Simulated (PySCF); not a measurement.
O₂Ti (SMILES [O]=[Ti]=[O]), singlet, at a GFN2-xTB geometry (such geometries of metal compounds can be far from the true shape), with bond 3-1 at 1.8 times its length; PBE/STO-3G in PySCF.

The PySCF input:
```python
from pyscf import gto, scf, dft

mol = gto.Mole()
mol.atom = '''
    Ti    0.23899428    0.04573060    0.28655580
    O     0.69526851    0.11672313   -1.27662119
    O    -2.62570041   -0.47305257    0.65022229
'''
mol.basis = 'sto-3g'
mol.verbose = 5
mol.build()

mf = dft.RKS(mol)
mf.xc = 'pbe'
mf.kernel()
mo_i, mo_e, stable_i, stable_e = mf.stability(internal=True, external=True, return_status=True, nroots=6, tol=1e-6)
print('internally stable:', stable_i, ' externally stable:', stable_e)
if not stable_e:
    umf = mf.to_uhf() if not hasattr(mf, 'xc') else mf.to_uks()
    umf.scf_summary = {}
    umf.kernel(umf.make_rdm1(mo_e, umf.mo_occ))
```

Predict the main parts of the log of this PySCF run.


```
PySCF version 2.14.0

[INPUT] verbose = 5
[INPUT] max_memory = 4000
[INPUT] num. atoms = 3
[INPUT] num. electrons = 38
[INPUT] charge = 0
[INPUT] spin (= nelec alpha-beta = 2S) = 0
[INPUT] symmetry False subgroup None
[INPUT] Mole.unit = angstrom
[INPUT] Symbol           X                Y                Z      unit          X                Y                Z       unit  Magmom
[...]
[INPUT] ---------------- BASIS SET ----------------
[INPUT] l, kappa, [nprim/nctr], expnt,             c_1 c_2 ...
[INPUT] Ti
[...]
                                188.2662926       0.5353281423
                                50.95220601       0.4446345422
[...]
                                17.48676162       0.3995128261
                                5.687237606       0.7001154689
[...]
                                1.645810296       0.2175436044
                                0.635004777       0.9166769611
[...]
                                0.2628702203      0.0196064117
                                0.1160862609      1.131034442
[...]
                                17.48676162       0.6076837186
                                5.687237606       0.3919573931
[...]
                                1.645810296       0.5777664691
                                0.635004777       0.4846460366
[...]
                                0.2628702203      0.5715227604
                                0.1160862609      0.5498949471
[...]
                                0.502076728       0.6555473627
                                0.19371681        0.286573259
[INPUT] O
[...]
                                23.808861         0.53532814
                                6.4436083         0.44463454
[...]
                                1.1695961         0.39951283
                                0.380389          0.70011547
[...]
                                1.1695961         0.60768372
                                0.380389          0.39195739

nuclear repulsion = 97.6026749826274
number of shells = 14
number of NR pGTOs = 84
number of NR cGTOs = 28
basis = sto-3g
ecp = {}

******** <class 'pyscf.dft.rks.RKS'> ********
method = RKS
initial guess = minao
damping factor = 0
level_shift factor = 0
DIIS = <class 'pyscf.scf.diis.CDIIS'>
diis_start_cycle = 1
diis_space = 8
diis_damp = 0
SCF conv_tol = 1e-09
SCF conv_tol_grad = None
SCF max_cycles = 50
direct_scf = True
direct_scf_tol = 1e-13
XC library pyscf.dft.libxc version 7.1.2
[...]
SCF not converged.
<class 'pyscf.dft.rks.RKS'> wavefunction has an internal instability
<class 'pyscf.dft.rks.RKS'> wavefunction has an real -> complex instability
<class 'pyscf.dft.rks.RKS'> wavefunction has an RHF/RKS -> UHF/UKS instability
internally stable: False  externally stable: False
[...]
 -1.65089414e+01 -1.65083083e+01 -1.65017112e+01 -2.39764702e+00
 -1.57052655e+00 -1.56929086e+00 -1.55893900e+00 -7.19769945e-01
 -6.72883614e-01 -1.76047751e-01 -1.75565242e-01 -1.59653161e-01
 -1.24157023e-01 -8.65386891e-02 -6.62441890e-02 -4.42828898e-02
  9.12489794e-03  1.04650942e-02  4.37552019e-02  6.21520221e-02
  7.91124082e-02  1.72331497e-01  1.81191640e-01  5.14453831e-01]
  beta  mo_energy =
[-1.76120532e+02 -1.94033858e+01 -1.84922180e+01 -1.84240051e+01
 -1.65089387e+01 -1.65082871e+01 -1.65017066e+01 -2.39760210e+00
 -1.57055601e+00 -1.56921418e+00 -1.55885702e+00 -7.19707682e-01
 -6.73424686e-01 -1.75978039e-01 -1.75461553e-01 -1.59548138e-01
 -1.23507574e-01 -8.46945156e-02 -6.74351874e-02 -4.73988984e-02
  9.01232159e-03  1.06317639e-02  4.32207491e-02  6.20918019e-02
  7.99262230e-02  1.72403491e-01  1.81390663e-01  5.14545895e-01]
multiplicity <S^2> = 0.95883049  2S+1 = 2.1989366
nelec by numeric integration = [19.00000056 18.99999799]
E1 = -1548.7926672444137  E2 = 462.7427627419539  Ecoul = 521.0207556373324  Exc = -58.27799289537846
cycle= 49 E= -988.447229519832  delta_E= 0.0218  |g|= 0.14  |ddm|= 0.61
  alpha mo_energy =
[-1.76117040e+02 -1.94002993e+01 -1.84885968e+01 -1.84411062e+01
 -1.65058583e+01 -1.65052232e+01 -1.64985060e+01 -2.39501516e+00
 -1.56780465e+00 -1.56684651e+00 -1.55622035e+00 -7.17014370e-01
 -6.83906530e-01 -1.73360088e-01 -1.73031842e-01 -1.57585661e-01
 -1.29291085e-01 -9.83010333e-02 -6.92524252e-02 -5.36355493e-02
  1.14335717e-02  1.28799739e-02  4.54732458e-02  6.38639984e-02
  7.89174182e-02  1.74699338e-01  1.82833737e-01  5.16897677e-01]
  beta  mo_energy =
[-1.76117023e+02 -1.94002806e+01 -1.84885745e+01 -1.84413318e+01
 -1.65058482e+01 -1.65051900e+01 -1.64984923e+01 -2.39491556e+00
 -1.56777744e+00 -1.56671884e+00 -1.55607154e+00 -7.16943816e-01
 -6.84914381e-01 -1.73259469e-01 -1.72903527e-01 -1.57369500e-01
 -1.28249210e-01 -9.82473203e-02 -7.12301792e-02 -5.58436970e-02
  1.15333766e-02  1.32798362e-02  4.51546518e-02  6.39472004e-02
  7.97869761e-02  1.74926865e-01  1.83130802e-01  5.17062320e-01]
multiplicity <S^2> = 0.99623586  2S+1 = 2.2326987
nelec by numeric integration = [19.00000049 18.99999755]
E1 = -1548.5283125746462  E2 = 462.4485051762652  Ecoul = 520.7780851318986  Exc = -58.329579955633406
cycle= 50 E= -988.477132415754  delta_E= -0.0299  |g|= 0.0619  |ddm|= 0.373
SCF not converged.
SCF energy = -988.477132415754 after 50 cycles  <S^2> = 0.99623586  2S+1 = 2.2326987
```

Convergence was not reached.
